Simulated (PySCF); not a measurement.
A made-up structure of AlBH₂ClF, singlet:

```xyz
6
angstrom
F -0.3483 -2.6580 0.0865
B 0.6097 0.7402 0.3712
Al -0.6028 -0.9027 -0.2746
Cl -2.3878 -0.4296 -1.5246
H 1.4687 1.1188 -0.2931
H 0.3612 1.2818 1.3547
```

It is relaxed with PBE-D4/def2-SVP and then PBE0-D4/def2-TZVP (PySCF 2.14 with density fitting (its default auxiliary sets; JK sets also for MP2 and CCSD(T))). Atoms count as bonded within 1.22 times the sum of their covalent radii (H–H: 0.88 Å). The end point is not checked to be a true minimum.

Does its bonding change? (A judgement: the text doesn't fix the answer.)

By the calculation: No: no bond forms or breaks.

Where it ends: The first stage lowers the energy by 0.41 eV in 7 steps. It ends as AlBH₂ClF ([BH2][Al]([F])[Cl]):
```
atom    x (Å)    y (Å)    z (Å)
  F1  -0.2989  -2.4592   0.0434
  B2   0.5782   0.6927   0.3564
 Al3  -0.6412  -0.8890  -0.3155
 Cl4  -2.3483  -0.5357  -1.4732
  H5   1.4983   1.0995  -0.2907
  H6   0.3783   1.2460   1.3978
```

Labels in which every atom is bracketed show which atoms are joined, not bond orders.

For scale, one of the runs: PBE0-D4/def2-TZVP relaxation, 148 basis functions, launched by `OMP_NUM_THREADS=2 python run.py`. Time: 18 s of wall clock on 2 CPU threads of an AMD EPYC 9B45; the host was shared. Peak host memory: 1.4 GiB.
